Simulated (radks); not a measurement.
Removal energies from the bismuth ion Bi6+, [Xe] 4f14 5d9, by Delta-SCF beside the eigenvalue of the level emptied. All-electron calculation, scalar-relativistic Kohn-Sham, PBE, spin-polarised, spherical densities, finite nucleus; Fermi nuclear charge, rms radius of each element as measured or else 0.836 A^(1/3) + 0.57 fm. Program: a radial shooting solver on a logarithmic mesh with Libxc functionals. Open shells are filled with parallel spins first.

\begin{tabular}{lrrr}
removed from & final configuration & Delta-SCF (eV) & -eigenvalue (eV) \\ \hline
5d & [Xe] 4f14 5d8 & 106.63 & 97.826 \\
5p & [Kr] 4d10 4f14 5s2 5p5 5d9 & 178.91 & 168.79 \\
5s & [Kr] 4d10 4f14 5s1 5p6 5d9 & 242.22 & 231.26 \\
4f & [Xe] 4f13 5d9 & 244.93 & 227.59 \\
\end{tabular}
